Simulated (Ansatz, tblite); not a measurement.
Cost and result up the ladder for (LiF)2 ring (Li₂F₂) (4 atoms). The state is a singlet with charge 0. Geometry: r2SCAN-D4/def2-TZVP.

```xyz
4

Li    0.0345   -1.0996    0.2101
F     0.8157   -0.1680   -1.0128
Li   -0.0345    1.0996   -0.2101
F    -0.8157    0.1680    1.0128
```

Ansatz on 4 threads of Arm Neoverse V2 on a shared host; xTB runs through tblite on one thread. Times are rough, summed over both states, and most runs start from the orbitals of an earlier one. PBE0-D4/def2-TZVP serves as the yardstick here, not as an exact answer. The other state is a triplet.

The xTB rows come from tblite.

xTB has no spin-polarisation term.

```
                            level  functions  wall time  vertical triplet (eV)  difference from PBE0-D4/def2-TZVP (eV)
                         GFN2-xTB         16    0.003 s                   7.47                                    0.05
                         GFN1-xTB         16    0.004 s                   5.73                                   -1.69
                 PBE-D4/def2-TZVP         90      1.4 s                   6.80                                   -0.62
                PBE0-D4/def2-TZVP         90      1.9 s                   7.42                                    0.00
r2SCAN-D4/def2-TZVP (with forces)         90      3.5 s                   7.16                                   -0.26
```
